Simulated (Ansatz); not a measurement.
System: CBrCl₃, charge 0, singlet. CBrCl3 (bromo(trichloro)methane, SMILES C(Cl)(Cl)(Cl)Br).
B3LYP-D3(BJ)/def2-TZVP minimum from Ansatz (a quantum-chemistry and plane-wave program):
```xyz
5

Cl    -1.2662     1.4824    -0.1617
C     -0.4171    -0.0629     0.0430
Cl    -0.9655    -1.2147    -1.1913
Cl    -0.7468    -0.7169     1.6599
Br     1.5182     0.2290    -0.1564
```
Charge 0, spin multiplicity 1.

Wanted: atomisation energy (electronic, to ground-state atoms), in kcal/mol. UHF or UKS for unpaired electrons; spin-orbit terms are left out. Cores are frozen in correlated methods (noble-gas shells, and filled d and f shells in the p block). No relativity. CBS(X,Y): correlation extrapolated as X^-3, Hartree-Fock from the larger set. A bracket is a step between two methods taken in the basis named. Double hybrids freeze cores in their MP2 part. Spin-orbit terms, left out, reach several kcal/mol for Br and I, and more for heavier atoms.

CCSD(T)/CBS(def2-TZVPP,def2-QZVPP) + [CCSDT(Q) - CCSD(T)]/def2-SVP (Ansatz) gives 301.8 kcal/mol.

### Question
How far off this value is PBE/def2-TZVPD (Ansatz), in which direction, and which of these levels come nearer: B3LYP/def2-TZVPD, wB97M-V/def2-TZVPD, B2PLYP/def2-TZVPD, CCSD(T)/CBS(def2-TZVPP,def2-QZVPP)?

### Answer
PBE gives 321.1 kcal/mol, 19.3 kcal/mol above it. Differences of the others: B3LYP/def2-TZVPD (Ansatz) -17.8; wB97M-V/def2-TZVPD (Ansatz) 1.1; B2PLYP/def2-TZVPD (Ansatz) -11.1; CCSD(T)/CBS(def2-TZVPP,def2-QZVPP) (Ansatz) -0.6 kcal/mol. Nearer than PBE: B3LYP/def2-TZVPD, wB97M-V/def2-TZVPD, B2PLYP/def2-TZVPD, CCSD(T)/CBS(def2-TZVPP,def2-QZVPP).
